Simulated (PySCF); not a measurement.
Exercise with solution: oscillator strength and radiative lifetime

BrCdHSe, SMILES [SeH][Cd][Br].

Geometry optimised at r2SCAN-D4/def2-SVP. The structure was generated by enumeration; whether it is a known compound was not checked. The def2 effective core potentials stand for the cores of Cd; spin–orbit coupling is left out. Other conformers were not sampled.

TDA-PBE/def2-SVPD (PySCF) puts the first singlet state with f over 0.02 at 5.98 eV (vertical), with the transition dipole (-0.037, 0.527, 0.000) in atomic units.

Problem. Find the oscillator strength, the wavelength and the radiative lifetime that this transition would have in vacuum if emission retraced absorption.

Solution. 
|μ|² = 0.2791 au, so |μ| = 1.34 D. ΔE = 5.98/27.211 = 0.2198 hartree. f = (2/3) ΔE |μ|² = 0.041 (the program prints 0.041).
λ = 1239.84/5.98 = 207 nm; ν = 48232 cm⁻¹.
Einstein's coefficient A = 0.6670 ν² f s⁻¹ (ν in cm⁻¹) = 6.3e7 s⁻¹, so τ = 1/A = 16 ns. This state is S10; the lower singlets have f = 0.010, 0.011, 0.016, 0.000, 0.004, 0.018, 0.004, 0.005, 0.000. The figure is the radiative limit of this one transition; relaxation, internal conversion, crossing to triplets and a medium change what is measured.
